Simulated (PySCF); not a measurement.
Si(OH)3(NH2) (H5NO3Si), SMILES N[Si](O)(O)O. Geometry: PBE-D3(BJ)/def2-SVP. Other conformers were not sampled.

Q: Give the equilibrium geometry at PBE-D3(BJ)/def2-SVP (PySCF confirms it by a frequency run) as Cartesian coordinates in Å. (Estimate from the structure and the level; the computed values follow.)

A: One answer among several that fit: 
```xyz
10

N      1.4900    -0.7251    -0.4692
Si     0.0007     0.0068    -0.0070
O      0.0200     1.5085     0.7396
O     -0.8031     0.1910    -1.4588
O     -0.7445    -0.9681     1.1365
H      1.9080    -0.4398    -1.3573
H      2.2091    -0.9043     0.2339
H     -0.2246     1.4542     1.6799
H     -1.4315     0.9331    -1.4295
H     -0.6793    -1.9139     0.9170
```
